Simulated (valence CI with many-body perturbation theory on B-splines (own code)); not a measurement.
Mo37+: calculated level list

Method: valence CI with perturbative core correlation (CI+MBPT): three valence electrons over a frozen Dirac-Fock core [He], a basis of 11 s, 11 p, 10 d, 8 f, 5 g, 2 h functions for each j, with the one-electron correlation potential Σ1, the two-electron term Σ2, the three-electron term Σ3, Breit, model QED; selected CI, second order for the rest, scaled by the run's own slope (own B-spline code, finite nucleus).

No measured spectrum was set against this ion. As an estimate, large intervals hold to a few tenths of a per cent, small ones and those within an open d or f shell to about a per cent.

Levels 136 to 180 of 210, with energies above the lowest level, (2s^2 2p1/2) J=1/2. "Leading %" is the weight of the configuration and term that name the level; weights of strongly mixed levels are sums over their largest components and can fall short, so below about 35 % the name and the second component can differ from the true leading terms, or belong to a minority configuration. In the jj column 3d3/2^4 stands for four electrons in 3d with j = 3/2.

| No. | Configuration | Term | J | E (Ry) | Leading % | g | Leading jj |
| --- | --- | --- | --- | --- | --- | --- | --- |
| 136 | 2s 2p 4s | 2P° | 1/2 | 300.97 | 84 | 0.961 | 2s 2p1/2 4s (96 %) |
| 137 | 2s 2p 4p | 4D | 3/2 | 301.75 | 66 | 1.177 | 2s 2p1/2 4p1/2 (88 %) |
| 138 | 2s 2p 4p | 2D | 3/2 | 301.97 | 31 | 1.382 | 2s 2p1/2 4p3/2 (92 %) |
| 139 | 2s 2p 4p | 4P | 1/2 | 302.16 | 53 | 1.983 | 2s 2p1/2 4p1/2 (95 %) |
| 140 | 2s 2p 4d | 4F° | 3/2 | 302.75 | 63 | 0.653 | 2s 2p1/2 4d3/2 (99 %) |
| 141 | 2s 2p 4p | 4D | 5/2 | 303.01 | 52 | 1.363 | 2s 2p1/2 4p3/2 (96 %) |
| 142 | 2s 2p 4p | 2P | 1/2 | 303.01 | 50 | 1.198 | 2s 2p1/2 4p3/2 (95 %) |
| 143 | 2s 2p 4p | 2D | 3/2 | 303.09 | 47 | 1.280 | 2s 2p1/2 4p3/2 (96 %) |
| 144 | 2s 2p 4d | 4F° | 5/2 | 303.18 | 31 | 1.229 | 2s 2p1/2 4d5/2 (96 %) |
| 145 | 2s 2p 4f | 4G | 5/2 | 303.66 | 45 | 0.838 | 2s 2p1/2 4f5/2 (100 %) |
| 146 | 2s 2p 4d | 4F° | 5/2 | 303.78 | 37 | 1.122 | 2s 2p1/2 4d3/2 (86 %) |
| 147 | 2s 2p 4f | 4F | 7/2 | 303.82 | 27 | 1.148 | 2s 2p1/2 4f7/2 (100 %) |
| 148 | 2s 2p 4d | 4D° | 3/2 | 303.97 | 31 | 1.180 | 2s 2p1/2 4d3/2 (87 %) |
| 149 | 2s 2p 4d | 4D° | 1/2 | 304.02 | 65 | 0.380 | 2s 2p1/2 4d3/2 (96 %) |
| 150 | 2s 2p 4d | 4F° | 7/2 | 304.21 | 45 | 1.260 | 2s 2p1/2 4d5/2 (96 %) |
| 151 | 2s 2p 4d | 2D° | 3/2 | 304.40 | 44 | 1.025 | 2s 2p1/2 4d5/2 (86 %) |
| 152 | 2s 2p 4d | 2F° | 5/2 | 304.42 | 54 | 1.107 | 2s 2p1/2 4d5/2 (90 %) |
| 153 | 2s 2p 4f | 4G | 7/2 | 304.73 | 40 | 1.024 | 2s 2p1/2 4f5/2 (95 %) |
| 154 | 2s 2p 4f | 4F | 3/2 | 304.73 | 57 | 0.627 | 2s 2p1/2 4f5/2 (96 %) |
| 155 | 2s 2p 4f | 4G | 5/2 | 304.77 | 30 | 0.970 | 2s 2p1/2 4f5/2 (90 %) |
| 156 | 2s 2p 4f | 4G | 9/2 | 304.87 | 38 | 1.201 | 2s 2p1/2 4f7/2 (96 %) |
| 157 | 2s 2p 4f | 2F | 5/2 | 304.91 | 36 | 1.021 | 2s 2p1/2 4f7/2 (90 %) |
| 158 | 2s 2p 4f | 2G | 7/2 | 304.94 | 38 | 1.138 | 2s 2p1/2 4f7/2 (95 %) |
| 159 | 2s 2p 4s | 4P° | 5/2 | 308.56 | 100 | 1.591 | 2s 2p3/2 4s (100 %) |
| 160 | 2s 2p 4s | 2P° | 3/2 | 308.89 | 83 | 1.388 | 2s 2p3/2 4s (100 %) |
| 161 | 2s 2p 4p | 4P | 3/2 | 309.86 | 45 | 1.634 | 2s 2p3/2 4p1/2 (100 %) |
| 162 | 2s 2p 4p | 4D | 5/2 | 309.93 | 38 | 1.356 | 2s 2p3/2 4p1/2 (99 %) |
| 163 | 2p2 4s | 4P | 1/2 | 310.27 | 52 | 2.023 | 2p1/2^2 4s (96 %) |
| 164 | 2s 2p 4p | 4D | 7/2 | 310.73 | 100 | 1.421 | 2s 2p3/2 4p3/2 (100 %) |
| 165 | 2s 2p 4p | 2P | 3/2 | 310.86 | 53 | 1.486 | 2s 2p3/2 4p3/2 (100 %) |
| 166 | 2s 2p 4p | 4P | 5/2 | 311.08 | 50 | 1.394 | 2s 2p3/2 4p3/2 (99 %) |
| 167 | 2s 2p 4p | 2S | 1/2 | 311.21 | 55 | 1.611 | 2s 2p3/2 4p3/2 (99 %) |
| 168 | 2p2 4p | 4D° | 1/2 | 311.25 | 43 | 0.663 | 2p1/2^2 4p1/2 (96 %) |
| 169 | 2s 2p 4d | 4D° | 5/2 | 311.80 | 48 | 1.259 | 2s 2p3/2 4d3/2 (99 %) |
| 170 | 2s 2p 4d | 4F° | 7/2 | 311.84 | 48 | 1.298 | 2s 2p3/2 4d3/2 (72 %) |
| 171 | 2s 2p 4d | 4P° | 3/2 | 311.86 | 49 | 1.412 | 2s 2p3/2 4d3/2 (98 %) |
| 172 | 2s 2p 4d | 4F° | 9/2 | 311.88 | 100 | 1.327 | 2s 2p3/2 4d5/2 (100 %) |
| 173 | 2s 2p 4d | 4P° | 1/2 | 311.90 | 87 | 2.311 | 2s 2p3/2 4d3/2 (98 %) |
| 174 | 2s 2p 4d | 2D° | 5/2 | 312.22 | 47 | 1.279 | 2s 2p3/2 4d5/2 (99 %) |
| 175 | 2s 2p 4s | 2P° | 3/2 | 312.30 | 32 | 1.246 | 2s 2p3/2 4d5/2 (56 %) |
| 176 | 2s 2p 4s | 2P° | 1/2 | 312.34 | 85 | 0.745 | 2s 2p3/2 4s (86 %) |
| 177 | 2s 2p 4d | 2F° | 7/2 | 312.42 | 75 | 1.208 | 2s 2p3/2 4d5/2 (72 %) |
| 178 | 2s 2p 4s | 2P° | 3/2 | 312.43 | 25 | 1.294 | 2s 2p3/2 4d5/2 (36 %) |
| 179 | 2s 2p 4s | 2P° | 3/2 | 312.54 | 27 | 1.344 | 2p1/2^2 4p3/2 (60 %) |
| 180 | 2s 2p 4f | 4F | 7/2 | 312.62 | 40 | 1.129 | 2s 2p3/2 4f5/2 (99 %) |
